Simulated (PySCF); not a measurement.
A species of formula C9H10O has this rotational fingerprint, computed with PBE0-D3(BJ)/def2-SVP geometry optimisation, gas phase (PySCF 2.14.0):

| Quantity | Value |
| --- | --- |
| Rotational constants | A = 1917, B = 1152, C = 729.1 MHz |
| Dipole components | \|μa\| = 0.41 D, \|μb\| = 1.14 D, \|μc\| = 0.09 D |
| Inertial defect | -9.05 u·Å² |
| κ | -0.29 |

Question: Which structure is it? (One computed conformer of each.)
A. `[CH3:1][O:2]/[CH:3]=[CH:4]/[c:5]1[cH:6][cH:7][cH:8][cH:9][cH:10]1` with C1–O2–C3–C4 0°, C3–C4–C5–C6 3°
B. `[CH2:1]=[CH:2][c:3]1[cH:4][c:5]([CH3:6])[cH:7][cH:8][c:9]1[OH:10]` with C1–C2–C3–C4 -32°, C8–C9–O10–H 169°
C. `[CH3:1][O:2][C:3]1=[CH:4][C@H:5]2[CH:6]=[CH:7][C@@H:8]1[CH:9]=[CH:10]2` with C1–O2–C3–C4 0°

Answer: B. It is C=Cc1cc(C)ccc1O, an asymmetric top, point group C1. The candidates at the same level (rigid rotor, commonest isotopes):

```json
{"SMILES": "CO/C=C/c1ccccc1", "A (MHz)": "4341", "B (MHz)": "620.9", "C (MHz)": "545.2", "μa (D)": "1.00", "μb (D)": "0.90", "μc (D)": "0.04", "Δ (u·Å²)": "-3.39", "point group": "near Cs", "rotor": "near-prolate asymmetric top"}
{"SMILES": "COC1=C[C@H]2C=C[C@@H]1C=C2", "A (MHz)": "2662", "B (MHz)": "1131", "C (MHz)": "1103", "μa (D)": "0.68", "μb (D)": "0.75", "μc (D)": "0.00", "Δ (u·Å²)": "-178.67", "point group": "Cs", "rotor": "near-prolate asymmetric top"}
{"SMILES": "C=Cc1cc(C)ccc1O", "A (MHz)": "1917", "B (MHz)": "1152", "C (MHz)": "729.1", "μa (D)": "0.41", "μb (D)": "1.14", "μc (D)": "0.09", "Δ (u·Å²)": "-9.05", "point group": "C1", "rotor": "asymmetric top"}
```

`CO/C=C/c1ccccc1` has A 126 % too high; `COC1=C[C@H]2C=C[C@@H]1C=C2` has C 51 % too high. No structure here is proved a minimum.
